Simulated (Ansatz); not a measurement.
Al5Sb4H16⁻, a cluster cut from zinc blende AlSb (hydrogen-capped), relaxed as a singlet with RKS r2SCAN-D4/def2-SVP in Ansatz, starting from a model built from a lattice or polyhedron. Force threshold 0.03 eV/Å.

In the def2 sets Sb takes a core potential; there is no spin–orbit coupling.

Start:

Cartesian coordinates in Å:
```
Al -0.185 -2.484 1.790
Al -0.585 1.793 2.423
Al 2.819 0.248 0.233
Al 0.128 -1.831 -2.484
Al -0.284 2.452 -1.836
Sb 1.122 -0.219 2.252
Sb -1.536 -2.292 -0.466
Sb -1.968 1.991 0.141
Sb 1.483 0.426 -2.007
H -1.146 -2.758 2.961
H 0.794 -3.665 1.706
H -1.607 1.514 3.582
H 0.163 3.078 2.707
H 3.814 -0.927 0.153
H 3.571 1.547 0.510
H 1.135 -2.982 -2.579
H -0.670 -1.703 -3.805
H 0.477 3.777 -1.585
H -1.097 2.542 -3.162
H 2.016 -0.363 3.734
H -2.399 -3.746 -0.749
H -2.656 -0.985 -0.344
H -3.103 3.304 0.296
H -2.826 0.533 -0.134
H 2.541 0.752 -3.337
```

(1) Estimate the energy that the relaxation releases and the steps that it takes.

(2) Does the start keep its bonding and symmetry?

(3) Predict the relaxed structure.

Results:

(1) 36.1 kcal/mol, in 10 steps; 31 s on 2 threads of AMD EPYC 7R13 on a shared host and a share (18 GiB) of an NVIDIA H100 80GB HBM3. No frequencies were taken in this run, so the end may be a saddle point.

(2) By distances, no bond broke or formed. The bond that changes most is Al3–Sb9, from 2.61 to 2.72 Å (atoms count from 1). A close non-bonded pair moves further: H22–H24, from 1.54 to 2.78 Å. Point group Cs at the start, C2v at the end, both within 0.05 Å; within 0.015 Å the end is Cs.

(3) 
```tsv
atom	x (Å)	y (Å)	z (Å)
Al1	-0.210	-2.637	2.082
Al2	-0.652	1.836	2.743
Al3	2.853	0.244	0.251
Al4	0.154	-1.881	-2.787
Al5	-0.288	2.592	-2.125
Sb6	0.979	-0.224	2.161
Sb7	-1.157	-2.551	-0.482
Sb8	-1.635	2.314	0.237
Sb9	1.286	0.416	-1.961
H10	-1.478	-2.745	3.057
H11	0.869	-3.823	2.065
H12	-1.887	1.413	3.672
H13	0.184	3.156	3.102
H14	3.792	-1.047	0.119
H15	3.524	1.674	0.522
H16	1.246	-3.039	-2.971
H17	-0.955	-1.662	-3.923
H18	0.563	3.939	-1.945
H19	-1.364	2.498	-3.309
H20	1.897	-0.351	3.596
H21	-1.988	-4.013	-0.771
H22	-2.565	-1.590	-0.439
H23	-2.722	3.624	0.359
H24	-2.852	1.150	-0.035
H25	2.406	0.707	-3.219
```
Bond lengths (bridged metal pairs left out): 10 × Al–Sb 2.69 to 2.73 Å; 10 × Al–H 1.60 Å; 6 × H–Sb 1.70 to 1.71 Å.
